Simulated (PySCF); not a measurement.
## BeN, HF: how much the basis matters

PySCF, UHF reference; quartet, unpaired electrons σ ↑, π ↑↑; De to Be + N without counterpoise correction.

| basis | relativity | functions | Re (Å) | ωe (cm⁻¹) | De (eV) | μ (D) |
| --- | --- | --- | --- | --- | --- | --- |
| 3-21G | no relativity | 18 | 1.641 | 939 | 0.56 | -1.70 |
| 6-31G(d,p) | no relativity | 28 | 1.594 | 977 | 1.00 | -1.67 |
| aug-pcseg-1 | no relativity | 36 | 1.616 | 919 | 0.86 | -1.71 |
| def2-TZVP | no relativity | 50 | 1.595 | 983 | 0.98 | -1.63 |

(1) How does each smaller set differ from the one with most functions, def2-TZVP?

A positive dipole means Be(−)N(+). 3-21G is very small, so such numbers show the basis as much as the molecule. Hartree–Fock leaves out correlation, which carries a large part of most bond energies and some tenths to 1 eV of ionisation energies. The state was picked by a PBE0 search and need not be the measured ground state.

Answers

(1) 3-21G: +4.6 pm, -4.5 % in ωe, -0.42 eV in De; 6-31G(d,p): -0.1 pm, -0.6 % in ωe, +0.02 eV in De; aug-pcseg-1: +2.1 pm, -6.5 % in ωe, -0.12 eV in De. All at HF; the set with most functions is neither the basis-set limit nor always the best.
